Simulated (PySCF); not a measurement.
Working with the constants of CsC⁻

ROHF-CCSD(T) constants of CsC⁻, triplet, unpaired electrons π ↑↑ (Cs def2-SVPD with ECP46, C def2-SVPD; scalar-relativistic core potentials (PySCF 2.14); masses 132.9054 and 12.0000 u):

| Item | Value |
| --- | --- |
| ωe | 262.1 cm⁻¹ |
| ωexe | 1.78 cm⁻¹ |
| Be | 0.1714 cm⁻¹ |
| αe | 0.00150 cm⁻¹ |
| D (centrifugal) | 2.93e-07 cm⁻¹ |

Give the vibrational terms G(v) and spacings up to v = 6.

G(v) = ωe(v+½) − ωexe(v+½)².

| v | G(v) (cm⁻¹) | G(v) − G(v−1) | Bv (cm⁻¹) |
| --- | --- | --- | --- |
| 0 | 130.6 |  | 0.1706 |
| 1 | 389.1 | 258.5 | 0.1691 |
| 2 | 644.1 | 255.0 | 0.1676 |
| 3 | 895.5 | 251.4 | 0.1661 |
| 4 | 1143.4 | 247.9 | 0.1646 |
| 5 | 1387.7 | 244.3 | 0.1631 |
| 6 | 1628.4 | 240.7 | 0.1616 |

Correlated steps freeze 1 core orbital. Spin–orbit coupling is left out, which matters for elements this heavy, above all for dissociation energies. The CCSD T1 diagnostic is raised, a sign that a single reference may not be enough here. The state was picked by a PBE0 search and need not be the measured ground state.
